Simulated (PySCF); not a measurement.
Nb(NH)(F)(NH2)2 (FH5N3Nb), SMILES [NH2][Nb]([NH2])([F])=[NH], multiplicity 1.

Coordinates come from a B3LYP-D3(BJ)/def2-SVP optimisation. The multiplicity is an assumed one; no other spin state was optimised. The structure was generated by enumeration; whether it is a known compound was not checked. The def2 effective core potentials stand for the cores of Nb; spin–orbit coupling is left out. The values are those of a single conformer.

Two levels are set side by side: PBE/def2-TZVP (PySCF) and B3LYP/def2-TZVP (PySCF). Same geometry, gas phase. Differences are taken from unrounded values.

```tsv
quantity	B3LYP
orbital gap (eV)	6.24
highest occupied level (eV)	-7.14
lowest empty level (eV)	-0.90
dipole moment (D)	2.55
mean polarisability (bohr³)	63.7
```

What does PBE give, and how far is it from B3LYP? (An estimate is asked for; the answer gives what the named calculation found.)


| quantity | PBE | PBE minus B3LYP |
|---|---|---|
| orbital gap (eV) | 4.50 | -1.73 |
| highest occupied level (eV) | -6.00 | 1.14 |
| lowest empty level (eV) | -1.49 | -0.59 |
| dipole moment (D) | 2.49 | -0.07 |
| mean polarisability (bohr³) | 65.9 | 2.2 |

Without exact exchange PBE keeps part of each electron's self-repulsion, which lifts occupied levels and narrows the gap. Loosely held outer electrons make PBE densities more polarisable. Differences between two approximate levels are no errors against the true value.

Rough cost on one machine, each run with all the roots and properties that it gave: B3LYP against PBE within a factor of 2.
